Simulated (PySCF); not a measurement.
**Co (cobalt, neutral) across methods**

[Ar] 3d7 4s2, high-spin 4F determinant. Calculation: PySCF 2.14, in dyall-av2z (16s12p7d2f, 101 functions); the non-relativistic Hamiltonian (point nucleus).

```json
{"method": "r2SCAN", "E (hartree)": "-1382.705", "mean ε 3d β (eV)": "-7.739", "mean ε 4s α (eV)": "-5.823", "mean ε 4s β (eV)": "-5.222", "Σ⟨r²⟩ (bohr²)": "37.56", "⟨S²⟩": "3.759"}
{"method": "UHF", "E (hartree)": "-1381.40464", "mean ε 3d β (eV)": "-15.776", "mean ε 4s α (eV)": "-7.659", "mean ε 4s β (eV)": "-6.956", "Σ⟨r²⟩ (bohr²)": "39.52", "⟨S²⟩": "3.760"}
{"method": "MN15", "E (hartree)": "-1383.092", "mean ε 3d β (eV)": "-10.517", "mean ε 4s α (eV)": "-6.989", "mean ε 4s β (eV)": "-6.565", "Σ⟨r²⟩ (bohr²)": "38.23", "⟨S²⟩": "3.756"}
{"method": "HSE06", "E (hartree)": "-1382.515", "mean ε 3d β (eV)": "-9.215", "mean ε 4s α (eV)": "-5.976", "mean ε 4s β (eV)": "-5.403", "Σ⟨r²⟩ (bohr²)": "37.59", "⟨S²⟩": "3.756"}
{"method": "LDA", "E (hartree)": "-1380.157", "mean ε 3d β (eV)": "-7.384", "mean ε 4s α (eV)": "-5.815", "mean ε 4s β (eV)": "-5.275", "Σ⟨r²⟩ (bohr²)": "37.22", "⟨S²⟩": "3.756"}
{"method": "PBE0", "E (hartree)": "-1382.502", "mean ε 3d β (eV)": "-9.627", "mean ε 4s α (eV)": "-6.291", "mean ε 4s β (eV)": "-5.733", "Σ⟨r²⟩ (bohr²)": "37.73", "⟨S²⟩": "3.756"}
{"method": "r2SCAN0", "E (hartree)": "-1382.678", "mean ε 3d β (eV)": "-9.907", "mean ε 4s α (eV)": "-6.455", "mean ε 4s β (eV)": "-5.860", "Σ⟨r²⟩ (bohr²)": "37.70", "⟨S²⟩": "3.759"}
{"method": "B97-3", "E (hartree)": "-1382.590", "mean ε 3d β (eV)": "-9.771", "mean ε 4s α (eV)": "-6.158", "mean ε 4s β (eV)": "-5.689", "Σ⟨r²⟩ (bohr²)": "37.92", "⟨S²⟩": "3.755"}
```

(1) Estimate the same row for PBE.

## Answers

(1) E (hartree) = -1382.482; mean ε 3d β (eV) = -7.414; mean ε 4s α (eV) = -5.616; mean ε 4s β (eV) = -5.064; Σ⟨r²⟩ (bohr²) = 37.64; ⟨S²⟩ = 3.755.
